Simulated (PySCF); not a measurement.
Worked example: oscillator strength and radiative lifetime

SnClBr, SMILES [Cl][Sn][Br] (connectivity only; charge and spin as stated), neutral, multiplicity 1.

Coordinates come from a PBE0-D3(BJ)/def2-TZVP optimisation. The def2 effective core potentials stand for the cores of Sn; spin–orbit coupling is left out.

TDDFT-ωB97X/def2-SVPD (PySCF 2.14.0) puts the first singlet state with f over 0.02 at 3.71 eV (vertical), with the transition dipole (0.000, 0.000, 0.534) in atomic units.

Find the oscillator strength, the wavelength and the radiative lifetime that this transition would have in vacuum if emission retraced absorption.


|μ|² = 0.2852 au, so |μ| = 1.36 D. ΔE = 3.71/27.211 = 0.1363 hartree. f = (2/3) ΔE |μ|² = 0.026 (the program prints 0.026).
λ = 1239.84/3.71 = 334 nm; ν = 29923 cm⁻¹.
Einstein's coefficient A = 0.6670 ν² f s⁻¹ (ν in cm⁻¹) = 1.5e7 s⁻¹, so τ = 1/A = 65 ns. This state is S1. The figure is the radiative limit of this one transition; relaxation, internal conversion, crossing to triplets and a medium change what is measured.
